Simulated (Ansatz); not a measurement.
Harmonic frequencies (cm⁻¹) at PBE0-D4/def2-TZVP from Ansatz: 143, 155, 188, 188, 233, 497, 663, 685, 717, 782, 809, 859, 1258, 1266, 1432, 1437, 1440, 1451, 3041, 3042, 3125, 3126, 3149, 3149.

Which molecule is it?
A. `C[CH2][Al][Cl]`•
B. `CC[B]Br`•
C. `C[C](F)CF`•
D. `C[Si](C)Cl`•

D.
